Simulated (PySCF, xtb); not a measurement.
SiBr₂F₂, SMILES F[Si](F)(Br)Br.

Harmonic wavenumbers (cm⁻¹) from GFN2-xTB run with xtb at its own minimum, in rising order: 93, 137, 183, 193, 215, 392, 560, 884, 930.

Q: What does PBE0-D3(BJ)/def2-SVP (PySCF 2.14.0) give at its own minimum? (Estimate from the structure and the level; the computed values follow.)

A: 114, 177, 230, 247, 265, 412, 563, 904, 990. Paired by order, the mean absolute difference is 35 cm⁻¹ and the zero-point energies are 5.1 and 5.6 kcal/mol.
